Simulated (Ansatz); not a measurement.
Consider the cleavage of the Si–B bond: `O[SiH2]B(F)Br` + `O[SiH](O)S` → `O[SiH2]S[SiH](O)O` + `FBBr`.

Gas-phase electronic energies from Ansatz, PBE0-D4/def2-TZVP geometries. CBS: MP2 limit from def2 TZ/QZ plus the TZ coupled-cluster correction, frozen cores. DFT in def2-TZVPP. For Br outer-core shells are correlated without core-valence functions, which leaves a few kJ/mol of doubt a bond. Scalar relativity is left out up to krypton. One conformer a species, not always the lowest.

```csv
level,ΔE (kJ/mol)
PBE-D4,-98.4
ωB97M-V,-107.9
SCS-MP2/def2-TZVPP,-109.6
CCSD/CBS(def2),-103.7
```

Problem. What does CCSD(T)/CBS give? (Best estimate.)

Solution. The calculation gave: -105.5 kJ/mol. The listed levels differ from it by 7.1, -2.4, -4.1, 1.8 kJ/mol.

Largest T1 diagnostic among the species: 0.012.

The D4 term adds −7.3 kJ/mol with B3LYP and −4.0 kJ/mol with PBE0; it sums over pairs of atoms, weighted by their polarisabilities, and B3LYP, whose exchange is more repulsive, gets the larger term. From PBE to PBE0 (25 % exact exchange), in def2-TZVPP and without D4, ΔE moves by −5.0 kJ/mol.

B3LYP here is the variant with VWN-RPA as its local correlation; programs differ in this.
